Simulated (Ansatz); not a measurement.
`[OH][SnH2][CH2][SiH3]` at its PBE0-D4/def2-TZVP geometry, where that method's forces vanish. Charge 0, multiplicity 1. Sn: def2 effective core potential.

```json
{"atom": "O1", "x (Å)": "0.3801", "y (Å)": "1.9708", "z (Å)": "-1.4891"}
{"atom": "Sn2", "x (Å)": "1.3987", "y (Å)": "0.7466", "z (Å)": "-0.3283"}
{"atom": "C3", "x (Å)": "0.0031", "y (Å)": "-0.0939", "z (Å)": "1.0664"}
{"atom": "Si4", "x (Å)": "-1.2909", "y (Å)": "-1.1586", "z (Å)": "0.2500"}
{"atom": "H5", "x (Å)": "-0.2993", "y (Å)": "1.5267", "z (Å)": "-2.0012"}
{"atom": "H6", "x (Å)": "2.5420", "y (Å)": "1.7729", "z (Å)": "0.4053"}
{"atom": "H7", "x (Å)": "2.1148", "y (Å)": "-0.4686", "z (Å)": "-1.2996"}
{"atom": "H8", "x (Å)": "-0.4617", "y (Å)": "0.7491", "z (Å)": "1.5846"}
{"atom": "H9", "x (Å)": "0.5621", "y (Å)": "-0.6746", "z (Å)": "1.8056"}
{"atom": "H10", "x (Å)": "-0.6520", "y (Å)": "-2.3623", "z (Å)": "-0.3483"}
{"atom": "H11", "x (Å)": "-1.9551", "y (Å)": "-0.4023", "z (Å)": "-0.8488"}
{"atom": "H12", "x (Å)": "-2.3419", "y (Å)": "-1.6059", "z (Å)": "1.2036"}
```

**Question.** For each bond, give half the difference of the two atoms' forces along it (eV/Å; positive pushes the atoms apart) under PBE-D4, r2SCAN-D4, B3LYP-D4, ωB97M-V in def2-TZVPP. (An estimate is asked.)

**Answer.** Ansatz gave: 
```tsv
bond	length (Å)	PBE-D4	r2SCAN-D4	B3LYP-D4	ωB97M-V
O1–Sn2	1.971	0.35	0.11	0.27	0.07
O1–H5	0.960	0.39	0.04	-0.04	-0.05
Sn2–C3	2.145	0.04	0.07	0.17	-0.02
Sn2–H6	1.703	0.06	-0.02	-0.06	-0.10
Sn2–H7	1.713	0.01	-0.04	-0.04	-0.08
C3–Si4	1.864	-0.02	-0.01	0.10	0.11
C3–H8	1.093	0.09	-0.02	-0.10	-0.05
C3–H9	1.094	0.09	-0.02	-0.09	-0.04
Si4–H10	1.488	0.07	-0.02	-0.08	-0.10
Si4–H11	1.490	0.07	-0.02	-0.08	-0.10
Si4–H12	1.488	0.08	-0.01	-0.10	-0.13
```

B3LYP here is the variant with VWN-RPA as its local correlation; programs differ in this.
